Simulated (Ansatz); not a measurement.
Basis sets compared for the cluster Be₅S₄⁺ (the lowest doublet isomer of a short search). Charge 1, multiplicity 2. Geometry PBE-D4/def2-SVP. Ansatz on 4 threads of Intel Xeon on a shared host; times are rough, and most runs start from earlier orbitals.

```xyz
9

Be    1.460   -0.440    1.095
Be   -0.176   -0.242   -1.358
Be   -0.007   -1.889    0.314
Be   -1.978    0.408   -0.209
Be    0.410    1.770    0.576
S    -1.805   -1.464   -0.678
S     1.370    1.229    2.096
S     1.537   -1.170   -0.836
S    -0.811    1.798   -0.998
```

The structure comes from a short search, and lower isomers may exist.

```csv
level,functions,energy (Eh),HOMO (eV),LUMO (eV),wall time
HF/STO-3G,61,-1645.2895,-10.09,-1.64,1.3 s
PBE-D4/def2-SVP,117,-1665.1811,-9.07,-7.91,6 s
PBE0-D4/def2-SVP,117,-1665.3376,-9.97,-7.17,8.6 s
```

Estimate the rows for HF/def2-TZVP, PBE-D4/def2-TZVP (with forces), PBE0-D4/def2-TZVP.


```json
{"level": "HF/def2-TZVP", "functions": "243", "energy (Eh)": "-1663.4754", "HOMO (eV)": "-12.01", "LUMO (eV)": "-4.13", "wall time": "21 s"}
{"level": "PBE-D4/def2-TZVP (with forces)", "functions": "243", "energy (Eh)": "-1665.8250", "HOMO (eV)": "-8.88", "LUMO (eV)": "-7.73", "wall time": "14 s"}
{"level": "PBE0-D4/def2-TZVP", "functions": "243", "energy (Eh)": "-1665.9811", "HOMO (eV)": "-9.74", "LUMO (eV)": "-6.97", "wall time": "27 s"}
```
